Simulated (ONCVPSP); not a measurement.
Configuration tests for aluminium (Al) (ONCV)

| Item | Value |
| --- | --- |
| Element | Al (Z = 13) |
| Generator | ONCVPSP 4.0.1 |
| Type | optimised norm-conserving Vanderbilt (ONCV) |
| Functional | PBE |
| Relativity | scalar-relativistic |
| Frozen core | [Ne] |
| Valence charge | 3 |
| Reference configuration | 3s2 3p1 |
| Partial waves | 3s: rc 1.60 bohr, ncon 4, nbas 9, qcut 3.4 1/bohr, 2 projectors, debl 1.7 Ha; 3p: rc 3.00 bohr, ncon 4, nbas 8, qcut 2.9 1/bohr, 2 projectors, debl 2.6 Ha; d scattering state at 0.07 Ha: rc 2.55 bohr, ncon 3, nbas 6, qcut 4.4 1/bohr, 2 projectors, debl 0.9 Ha |
| Local potential | polynomial inside 1.15 bohr (lpopt 5, dvloc0 1 Ha) |
| Core correction | Teter function, fcfact 4.75, rcfact 1.8 |

Energies are relative to the spin-unpolarised reference configuration 3s2 3p1; without spin polarisation the order of configurations can differ from experiment.

```csv
valence configuration,charge,ΔE all-electron (eV),error AE − PS (meV)
3s2 3p0,+1,5.761,-24
3s1 3p0,+2,24.987,-218
3s0 3p3,0,10.451,-37
```

Task: What are ΔE and the potential's error for 3s2 3p0.5?

Result: ΔE = 2.086 eV all-electron; the error (AE − PS) is -3.2 meV.

Levels in the configuration 3s2 3p0:

```csv
level,all-electron (eV),pseudo (eV)
3s,-14.811,-14.878
```

Note: no bound ghost flagged; GHOST(+) flagged for s at 82.0 eV.
